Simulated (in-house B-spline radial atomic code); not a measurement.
The numbers below are computed, except where a source is named.
**Stopping and range of 200 keV P in InAs**

The pair potential comes from two frozen, spherical free-atom densities (PBE, B-spline radial code, scalar-relativistic past argon): electrostatics plus the change in Thomas-Fermi kinetic and Dirac exchange energy where they overlap, the recipe behind the universal ZBL potential, which averages such potentials (from solid-state densities) over many pairs. It is written V = (Z1 Z2 e²/r) φ(r/a), with e² = 14.3996 eV·Å and a = 0.46850 Å/(Z1^0.23 + Z2^0.23); ZBL's fit is φ = 0.18175 e^(−3.1998x) + 0.50986 e^(−0.94229x) + 0.28022 e^(−0.4029x) + 0.02817 e^(−0.20162x). Where φ falls below 4e-4 it is continued as an exponential.

The target is taken as amorphous, with density 5.68 g/cm³ (NSM archive of the Ioffe Institute); channelling is ignored. Masses: P 30.97, In 114.82, As 74.92 u. Nuclear stopping is S_n = 4π a Z1 Z2 e² M1/(M1 + M2) × s_n(ε), with s_n integrated over impact parameters for each pair. Electronic stopping is Lindhard and Scharff's S_e = Z1^(1/6) 8π e² a0 Z1 Z2/(Z1^(2/3) + Z2^(2/3))^(3/2) × v/v0, with a0 = 0.529177 Å and v = v0 at 24.801 keV/u; it misses the oscillations with Z1 seen in experiment, which reach tens of per cent. Compounds add by atom fraction.

```csv
target atom,a (Å),ε at this energy,"s_n, this pair","s_n, ZBL potential"
In,0.10865,1.617,0.2808,0.2769
As,0.11429,2.269,0.2584,0.2484
```

(1) What are the atom density and the stopping powers at entry?

Along the track:

```
E (keV)  N S_n (eV/nm)  N S_e (eV/nm)
     10            357           99.1
     30            396            172
     60            383            243
    100            354            314
    150            322            384
    200            295            443
```

(2) Estimate the path length and the projected range.

Answers

(1) N = 5.68 × 0.602214/94.87 = 0.03606 atoms/Å³. For In: S_n = 3070 × 0.2808 = 861.9 eV·Å², S_e = 2.9353 × √200000 = 1313 eV·Å². For As: S_n = 2994 × 0.2584 = 773.7 eV·Å², S_e = 2.5646 × √200000 = 1147 eV·Å². Averaged over the target's atoms (half each) and times N × 10 Å/nm, the ion loses N S_n = 295 eV/nm to recoils and N S_e = 443 eV/nm to electrons; the nuclear share is 40 %.

(2) With continuous slowing down the path is the integral of dE/(N (S_n + S_e)). Trapezoids over the table give 294 nm, and the stretch below the first row, with stopping taken as √E, adds 2E/(N S) = 44 nm: 338 nm in all, against 325 nm on a fine grid from 5 eV. Deflections shorten the depth: to first order in the energy passed on, N (S_n + S_e) dR_p/dE = 1 − N S_n (M2/M1) R_p/(2E), summed over the target's atoms, and integrating this on the fine grid gives R_p = 166 nm, 0.51 of the path. Lindhard's rule of thumb R/(1 + M2/3M1), with mean M2/M1 = 3.06, gives 161 nm; it is meant for M2/M1 below about 2. On the ZBL potential the same equation gives 170 nm, and the full integral equation, which keeps hard collisions, 180 nm.
